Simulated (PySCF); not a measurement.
Static response to an electric field

Species: C4H2F2O2.
Atom-mapped SMILES: `[F:1][C:2]1=[CH:3][O:4][C:5]([F:6])=[CH:7][O:8]1` (hydrogens: H9 on C3; H10 on C7)

Structure used (GFN2-xTB), in Å, numbered top down from 1:
```
atom  x, y, z in Å
F1    -2.2432   -1.3612    0.1232
C2    -1.1286   -0.6427    0.0582
C3    -1.1496    0.6785   -0.0126
O4     0.0208    1.4382   -0.0820
C5     1.1306    0.6435   -0.0637
F6     2.2450    1.3625   -0.1278
C7     1.1513   -0.6776    0.0084
O8    -0.0190   -1.4378    0.0751
H9    -2.0436    1.2727   -0.0228
H10    2.0453   -1.2715    0.0216
```

Level: PBE0/def2-SVPD (PySCF), static field, nuclei fixed, core orbitals frozen in the response. The polarisability tensor in these axes (au):

```
x   57.99  1.54 -0.60
y    1.54 60.50 -1.41
z   -0.60 -1.41 35.39
```

**Question.** What are the eigenvalues, a third of the trace, and Δα (Δα² = ½Σ(αi − αj)² over the three pairs)?

**Answer.** Principal values 35.30, 57.26 and 61.32 au; mean 51.29 au = 7.60 Å³ = 8.46 × 10⁻⁴⁰ C²·m²/J; Δα = 24.24 au (47 % of the mean).

**Question.** What is the dipole moment?

**Answer.** 0.00 D; point group C2h allows none.

**Question.** In TDDFT the mean static polarisability is Σ f/ω² over all singlet excitations (ω in hartree). How much of it do the 6 lowest give? Their energies (eV) and oscillator strengths: 4.44, 0.0000; 5.39, 0.0140; 5.95, 0.0000; 6.34, 0.0113; 6.50, 0.0000; 6.73, 0.0077.

**Answer.** They add up to 0.69 au, 1.3 % of the 51.29 au; the largest single term is 0.36 au, from the state at 5.39 eV. Terms in order: 0.00, 0.36, 0.00, 0.21, 0.00, 0.13 au. Higher excitations give the rest. The strengths listed sum to 0.033.

**Question.** Refractivity n − 1 of an ideal gas of it at 350 K and 1 atm, from the electronic α?

**Answer.** N = p/kT = 2.0968 × 10¹⁹ cm⁻³, so n − 1 = 2π × N × 7.60 × 10⁻²⁴ cm³ = 1001 × 10⁻⁶ at long wavelengths, for an ideal gas.

**Question.** Along which axes do the principal values lie, and how far do the nuclei extend along each?

**Answer.** Largest value along (0.43, 0.90, -0.06), where the nuclei span 4.39 Å; middle along (0.90, -0.43, 0.00), 4.78 Å; least along (0.02, 0.05, 1.00), 0.00 Å. The strongest response doesn't lie along the longest of the three spans.

**Question.** Rayleigh depolarisation ratio (linearly polarised light, static tensor)?

**Answer.** ρ = 3Δα²/(45ᾱ² + 4Δα²) = 1763.3/(118391 + 2351.1) = 0.0146.

**Question.** Find the Langevin capture rate constant for O2+ (31.990 u) meeting this molecule (120.002 u), k = 2.342 × 10⁻⁹ cm³/s × √(α in Å³ / reduced mass in u).

**Answer.** The reduced mass is 25.26 u, so k = 1.28 × 10⁻⁹ cm³/s.

Isolated species at its GFN2-xTB geometry, gas phase.
